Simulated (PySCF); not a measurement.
Compound: C2H7BNP.
SMILES with atom numbers: `[CH3:1][C:2]#[N+:3][BH2-:4][PH2:5]` (hydrogens: H6, H7, H8 on C1; H9, H10 on B4; H11, H12 on P5)

Level of theory: core-valence-separated Tamm–Dancoff BHandHLYP/aug-pcX-1 (pcseg-1 on H, def2-SVPD on P) in PySCF, non-relativistic, gas phase, PBE0-D3(BJ)/def2-SVP geometry. No shift to experiment was applied.

(1) List the boron K-edge absorption lines.

(2) Give energies, oscillator strengths and core holes at the N K edge.

(3) What does the C 1s absorption edge look like?

Results:

(1) 
```json
{"E (eV)": "188.45", "f": "0.0013", "core hole on": "B4", "main final orbital": "LUMO+1 (94 %)"}
{"E (eV)": "188.53", "f": "0.0004", "core hole on": "B4", "main final orbital": "LUMO+2 (95 %)"}
{"E (eV)": "189.39", "f": "0.0016", "core hole on": "B4", "main final orbital": "LUMO (78 %)"}
{"E (eV)": "190.24", "f": "0.0078", "core hole on": "B4", "main final orbital": "LUMO+3 (53 %)"}
{"E (eV)": "190.29", "f": "0.0035", "core hole on": "B4", "main final orbital": "LUMO+4 (51 %)"}
{"E (eV)": "190.45", "f": "0.0093", "core hole on": "B4", "main final orbital": "LUMO+5 (72 %)"}
{"E (eV)": "190.91", "f": "0.0076", "core hole on": "B4", "main final orbital": "spread"}
```

The first line with a tenth or more of the strongest one's intensity is at 188.45 eV (f = 0.001), with the hole on B4 (four-coordinate boron). The strongest listed is at 190.45 eV (f = 0.009; B4).

(2) 
```json
{"E (eV)": "398.25", "f": "0.1190", "core hole on": "N3", "main final orbital": "LUMO+1/LUMO+2 (2 roots, f summed)", "polarisation": "across the triple bond"}
{"E (eV)": "402.40", "f": "0.0022", "core hole on": "N3", "main final orbital": "LUMO (77 %)", "polarisation": "along the triple bond"}
{"E (eV)": "403.90", "f": "0.0006", "core hole on": "N3", "main final orbital": "LUMO+3 (83 %)", "polarisation": "–"}
{"E (eV)": "404.00", "f": "0.0005", "core hole on": "N3", "main final orbital": "LUMO+4/LUMO+5 (2 roots, f summed)", "polarisation": "–"}
{"E (eV)": "404.93", "f": "0.0002", "core hole on": "N3", "main final orbital": "LUMO+7 (67 %)", "polarisation": "–"}
```

The first line with a tenth or more of the strongest one's intensity is at 398.25 eV (f = 0.119, sum of 2), with the hole on N3 (nitrogen bonded to B and C), polarised across the triple bond: a 1s→π* resonance. It is also the strongest listed.

(3) 
```json
{"E (eV)": "284.38", "f": "0.0689", "core hole on": "C2", "main final orbital": "LUMO+2 (85 %)", "polarisation": "across the triple bond"}
{"E (eV)": "284.44", "f": "0.0672", "core hole on": "C2", "main final orbital": "LUMO+1 (86 %)", "polarisation": "across the triple bond"}
{"E (eV)": "286.64", "f": "0.0144", "core hole on": "C1", "main final orbital": "LUMO+1/LUMO+2 (2 roots, f summed)", "polarisation": "–"}
{"E (eV)": "286.75", "f": "0.0014", "core hole on": "C1", "main final orbital": "LUMO (87 %)", "polarisation": "–"}
{"E (eV)": "288.01", "f": "0.0009", "core hole on": "C2", "main final orbital": "LUMO (79 %)", "polarisation": "–"}
{"E (eV)": "288.05", "f": "0.0653", "core hole on": "C1", "main final orbital": "LUMO+3/LUMO+5 (2 roots, f summed)", "polarisation": "–"}
{"E (eV)": "288.48", "f": "0.0422", "core hole on": "C1", "main final orbital": "spread", "polarisation": "–"}
{"E (eV)": "288.75", "f": "0.0180", "core hole on": "C1", "main final orbital": "LUMO+4 (58 %)", "polarisation": "–"}
{"E (eV)": "289.75", "f": "0.0074", "core hole on": "C1", "main final orbital": "LUMO+14 (45 %)", "polarisation": "–"}
```

The first line with a tenth or more of the strongest one's intensity is at 284.38 eV (f = 0.069), with the hole on C2 (triply bonded carbon), polarised across the triple bond: a 1s→π* resonance. It is also the strongest listed.

Roots within 0.03 eV whose holes lie on the same, on equivalent or on shared atoms are summed into one line, and the highest roots are left out, as the search may have cut off their partners. Final orbitals are the ground state's empty Kohn–Sham orbitals. A dash: too weak, shared between unlike atoms, or no plane or axis to refer to.

The ionisation thresholds weren't computed; near and above them a finite basis only mimics Rydberg series and continuum.

Conformer computed: `[CH3:1][C:2]#[N+:3][BH2-:4][PH2:5]`: H–P5–B4–N3 47°, H–P5–B4–N3 -48°.

One conformer stands for the species.
